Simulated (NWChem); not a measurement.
# SeBrF; SMILES Br[Se]F

This build's default masses of Se (78.918 u) and Br (79.917 u) are each other's, which moves their modes by up to 0.6 %.

**Question.** Give the equilibrium geometry at PBE0/def2-SVP (NWChem) as a list of bonds and angles, with the point group.

**Answer.** point group Cs; any orientation.
Bonds (Å): Se1–F2 1.757, Se1–Br3 2.299. Bond angles (°): F2–Se1–Br3 100.1.
